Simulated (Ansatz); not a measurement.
# Worked example: the barrier

An elementary step of Si2H4F2, singlet (Si₂H₄F₂ ([F][SiH]([F])[SiH3]) → SiF₂ + SiH₄; bonds formed: Si1–H3; bonds broken: Si1–Si2, Si2–H3). “Start” is the structure reached by relaxing down from the saddle towards the reactants; PBE0-D4/def2-TZVP structures. The saddle:

| atom | x (Å) | y (Å) | z (Å) |
| --- | --- | --- | --- |
| Si1 | -0.6103 | -0.7541 | 0.4730 |
| Si2 | 0.6023 | 1.1757 | -0.0800 |
| H3 | 0.4751 | -0.3930 | -0.8233 |
| F4 | 0.1936 | 1.9769 | -1.4002 |
| F5 | 2.2001 | 1.2035 | -0.0649 |
| H6 | -0.8542 | -0.6660 | 1.9432 |
| H7 | -1.8180 | -0.3760 | -0.2966 |
| H8 | -0.1888 | -2.1671 | 0.2490 |

Ansatz 0.2.0; basis: def2-TZVPP and def2-QZVPP; cores frozen in the correlated methods.

Energies in eV:

| quantity | saddle | start |
| --- | --- | --- |
| Hartree–Fock, triple zeta (X = 3) | -21203.29856 | -21206.28251 |
| Hartree–Fock, quadruple zeta (X = 4) | -21204.07730 | -21207.05461 |
| MP2 correlation, X = 3 | -20.61434 | -20.23604 |
| MP2 correlation, X = 4 | -22.47141 | -22.09122 |
| CCSD(T) correlation, X = 3 | -22.27513 | -21.81609 |

(1) Work out the barrier at the basis limit: extrapolate Hartree–Fock as E(X) = E∞ + A exp(−7.88 √X) and the MP2 correlation as E(X) = E∞ + B X^−2.97 (the exponents that Neese and Valeev fitted for def2-TZVPP and QZVPP), then add CCSD(T) − MP2 in triple zeta.

The T1 diagnostic stays at or below 0.014. The restricted Hartree–Fock reference is unstable towards an unrestricted one at one or more of these structures.

## Answers

(1) Each step is linear, so take the differences first (saddle − start): Hartree–Fock 2.98395 (X = 3) and 2.97731 (X = 4); MP2 correlation -0.37830 and -0.38019; CCSD(T) correlation -0.45904.
Two points give E∞ = E(4) + w [E(4) − E(3)], with w = 1/(exp(7.88 (2 − √3)) − 1) = 0.1377 for Hartree–Fock and w = 1/((4/3)^2.97 − 1) = 0.7407 for the correlation.
Hartree–Fock: 2.97731 + 0.1377 × (-0.00664) = 2.9764 eV.
MP2 correlation: -0.38019 + 0.7407 × (-0.00189) = -0.3816 eV.
CCSD(T) − MP2: -0.45904 − (-0.37830) = -0.0807 eV.
Sum: 2.9764 + (-0.3816) + (-0.0807) = 2.5141 eV, or 57.98 kcal/mol. Plain CCSD(T) in triple zeta gives 2.5249 eV, so the larger basis shifts the result by -0.0108 eV.

Losses and insertions of silylenes and their heavier kin drive the gas-phase chemistry of silicon and germanium vapour deposition.

Labels in which every atom is bracketed show which atoms are joined, not bond orders.

For scale, one of the runs: CCSD(T)/def2-TZVPP, 202 basis functions, launched by `ansatz run in.yaml --threads 4 --pin off --events-out ev --progress --plain --max-ram 9574MiB`. Time: 31 s of wall clock on 4 CPU threads of an Arm Neoverse V2; the host was shared. Peak host memory: 2.5 GiB.
